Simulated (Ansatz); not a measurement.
Calculated with Ansatz (gas phase, PBE0-D4/def2-TZVP geometries, no zero-point term in ΔE). CCSD(T)/CBS is the MP2 limit (def2-TZVPP, def2-QZVPP) plus CCSD(T) − MP2 in def2-TZVPP, frozen cores. Functionals use def2-TZVPP. Each species was taken in one conformer, which may not be the lowest.

`C=NB(N)O` → `N=C(O)BN`  (isomerisation)

| level | ΔE (kcal/mol) | difference from CCSD(T)/CBS |
| --- | --- | --- |
| LDA (SPW92) | 28.3 | -5.5 |
| PBE0-D4 | 31.5 | -2.3 |
| ωB97X-V | 31.9 | -1.9 |
| PBE | 29.4 | -4.4 |
| BLYP | 31.7 | -2.1 |
| r2SCAN | 31.6 | -2.2 |
| PBE0 | 31.4 | -2.4 |
| RPA@PBE/def2-TZVPP | 32.3 | -1.5 |
| HF/def2-TZVPP | 37.6 | 3.8 |
| HF/CBS(def2) | 37.8 | 4.0 |
| CCSD(T)/CBS | 33.8 | 0 |

Largest T1 diagnostic among the species: 0.014.

At CCSD(T), def2-SVP lies +0.8 kcal/mol from the extrapolated value and def2-TZVPP −0.2 kcal/mol. From PBE to PBE0 (25 % exact exchange), in def2-TZVPP and without D4, ΔE moves by +2.0 kcal/mol. Leaving LDA and LC-ωPBE aside and taking each functional with its dispersion term where it has one, the values, not all of them listed here, spread over 5.8 kcal/mol, from PBE-D4 to BHLYP-D4. LDA lies −1.1 kcal/mol from PBE without D4.
